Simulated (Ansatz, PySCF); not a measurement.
The pair A = H2O (SMILES O) (first 3 atoms), B = CH6Si (SMILES C[SiH3]); geometry from B3LYP-D3(BJ)/def2-TZVP.
(charge 0, multiplicity 1):
| atom | x (Å) | y (Å) | z (Å) |
|---|---|---|---|
| O | 0.1512 | 0.7103 | -0.1305 |
| H | -0.5964 | 1.2429 | 0.1619 |
| H | -0.1945 | -0.1867 | -0.1949 |
| C | 1.2790 | 0.1445 | 3.1668 |
| Si | -0.5264 | -0.3210 | 3.0186 |
| H | 1.4191 | 0.9261 | 3.9157 |
| H | 1.6444 | 0.5116 | 2.2071 |
| H | 1.8801 | -0.7174 | 3.4622 |
| H | -1.0618 | -0.8257 | 4.3073 |
| H | -0.7251 | -1.3861 | 2.0020 |
| H | -1.3515 | 0.8464 | 2.6147 |

Rows in 6-31G* carry no dispersion term and start afresh at each structure (6-31G* with six Cartesian d functions). MP2/6-31G* freezes PySCF's default core.

Codes used: Ansatz (a quantum-chemistry and plane-wave program); PySCF for 6-31G* rows. Values without a source in brackets are computed.

Total energies (hartree), monomers frozen at their geometry in the pair:

```csv
structure,HF/6-31G*,B3LYP/def2-TZVPPD,MP2/6-31G*
AB,-406.2855260,-407.7324946,-406.6881832
A in the pair's basis,-76.0131485,-76.4694701,-76.2018616
B in the pair's basis,-330.2722119,-331.2622262,-330.4855150
A,-76.0102156,-76.4694429,-76.1967822
B,-330.2720627,-331.2621836,-330.4850498
```

Problem. Work out the interaction energy without and with the counterpoise correction, and the superposition error, for each level.

Solution. 
E(AB) − E(A) − E(B), times 627.509 kcal/mol, with the monomers in their own basis and then in the pair's basis:
- HF/6-31G*: -2.04 uncorrected, -0.10 corrected; the monomers gain 1.93 kcal/mol from borrowed functions
- B3LYP/def2-TZVPPD: -0.54 uncorrected, -0.50 corrected; the monomers gain 0.04 kcal/mol from borrowed functions
- MP2/6-31G*: -3.99 uncorrected, -0.51 corrected; the monomers gain 3.48 kcal/mol from borrowed functions
